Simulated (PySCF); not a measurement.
Simulation results for GeH5NSi, CH8GeSi

Computed with PySCF 2.14.0. Calculation on a computer-drawn molecule: optimised geometry and harmonic frequencies of an isolated molecule of the commonest isotopes, restricted reference for singlets and unrestricted otherwise, frozen core in MP2; on germanium a core potential holds 10 electrons, which the energies leave out, and 3d is frozen in MP2 and coupled-cluster steps.

Common to all runs: charge 0; multiplicity 1; method HF; basis cc-pV(D+d)Z; basis and core potential on germanium cc-pVDZ-PP ECP10MDF.

(1) GeH5NSi

Start structure:
```xyz
8
GeH5NSi
Si    -0.2045     2.8446     0.5102
N     -0.6813     1.7741    -0.6276
Ge    -0.4815     1.2879    -2.3222
H     -0.7607     2.6828     1.7693
H      0.6961     3.9920     0.3773
H      0.9656     0.9516    -2.6869
H     -1.3208     0.0606    -2.5974
H     -0.9787     2.3600    -3.2956
```

| Quantity | Value |
| --- | --- |
| total energy | withheld |

Drawn bonds:
```tsv
atom	other atom	order
1	2	2
2	3	1
1	4	1
1	5	1
3	6	1
3	7	1
3	8	1
```

(2) CH8GeSi

Start structure:
```xyz
11
CH8GeSi
Si     1.6691    -0.0803    -0.1407
C      0.2255    -0.0759     1.0521
Ge    -0.4957     1.7468     1.4757
H      1.2519     0.5345    -1.3640
H      2.7480     0.7189     0.4230
H      2.1118    -1.4507    -0.3233
H     -0.6083    -0.6494     0.6239
H      0.4907    -0.5790     2.0261
H      0.5591     2.6349     2.1027
H     -0.9973     2.3826     0.2056
H     -1.6741     1.6633     2.4329
```

| Quantity | Value |
| --- | --- |
| rotational constants | withheld |
| total energy | withheld |

Drawn bonds:
```tsv
atom	other atom	order
1	2	1
2	3	1
1	4	1
1	5	1
1	6	1
2	7	1
2	8	1
3	9	1
3	10	1
3	11	1
```

Q: GeH5NSi (entry 1): total energy?
A: -639.6346 hartree

Q: CH8GeSi (entry 2): rotational constants?
A: 17.79, 1.915, 1.824 GHz

Q: CH8GeSi (entry 2): total energy?
A: -624.8312 hartree

Further results for GeH5NSi (entry 1):

| Quantity | Value |
| --- | --- |
| rotational constants | 41.34, 2.036, 1.989 GHz |
| convergence status largest gradient component | 2.205e-06 hartree/bohr |

Optimised structure:
```xyz
8
GeH5NSi
Si    -0.2278     2.7785     0.4891
N     -0.8603     2.0579    -0.7417
Ge    -0.5232     1.3525    -2.3800
H     -1.0284     3.1635     1.6627
H      1.1870     3.1683     0.6687
H      0.9591     1.4823    -2.7777
H     -0.8976    -0.1339    -2.3703
H     -1.3745     2.0844    -3.4236
```

Modes:
```tsv
frequency (cm⁻¹)	reduced mass (dalton)
95.2	1.345
95.7	4.088
248.6	1.435
518.6	6.868
688.2	1.095
706	1.174
749.5	1.166
758.9	1.361
953.8	1.036
962.1	1.029
963.3	1.02
1091	1.051
1387	12.53
2175	1.022
2208	1.024
2234	1.013
2326	1.045
2364	1.04
```

Further results for CH8GeSi (entry 2):

| Item | Value |
| --- | --- |
| convergence status largest gradient component | 1.474e-05 hartree/bohr |

Optimised structure:
```xyz
11
CH8GeSi
Si     1.6675    -0.0858    -0.1236
C      0.2076    -0.0354     1.0630
Ge    -0.5262     1.7446     1.4817
H      1.2918     0.5015    -1.4325
H      2.8086     0.6854     0.4263
H      2.1108    -1.4836    -0.3471
H     -0.6067    -0.6405     0.6508
H      0.5020    -0.5029     2.0085
H      0.5509     2.6271     2.1244
H     -1.0260     2.4286     0.2033
H     -1.6997     1.6068     2.4592
```

Modes:
```tsv
frequency (cm⁻¹)	reduced mass (dalton)
77.99	1.029
142.2	1.198
159.7	4.066
481.1	1.036
504.1	2.546
576.8	1.123
581.9	1.068
752.2	2.062
793.5	1.855
864	1.461
925.4	1.047
966	1.021
970.1	1.025
1029	1.084
1033	1.057
1035	1.033
1108	1.037
1176	1.447
1506	1.087
2209	1.023
2211	1.023
2230	1.012
2295	1.05
2299	1.05
2310	1.019
3177	1.059
3230	1.102
```
